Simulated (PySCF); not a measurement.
## Vibration and rotation of TlGe⁺

UHF-CCSD(T) constants of TlGe⁺, ³Π (triplet), unpaired electrons σ ↑, π ↑ (PySCF, scalar-relativistic core potentials, basis sets Tl def2-SVP with ECP60, Ge def2-SVP; masses 204.9744 and 73.9212 u):

```
ωe              : 73.1 cm⁻¹
ωexe            : 0.326 cm⁻¹
Be              : 0.028153 cm⁻¹
αe              : 0.000164 cm⁻¹
D (centrifugal) : 1.67e-08 cm⁻¹
```

Problem. Give the vibrational terms G(v) and spacings up to v = 6.

Solution. G(v) = ωe(v+½) − ωexe(v+½)².

```
v  G(v) (cm⁻¹)  G(v) − G(v−1)  Bv (cm⁻¹)
0         36.5                   0.02807
1        108.9           72.4    0.02791
2        180.7           71.8    0.02774
3        251.9           71.1    0.02758
4        322.3           70.5    0.02742
5        392.2           69.8    0.02725
6        461.4           69.2    0.02709
```

Correlated steps freeze 13 core orbitals. Spin–orbit coupling is left out, which matters for elements this heavy, above all for dissociation energies. The state was picked by a PBE0 search and need not be the measured ground state.
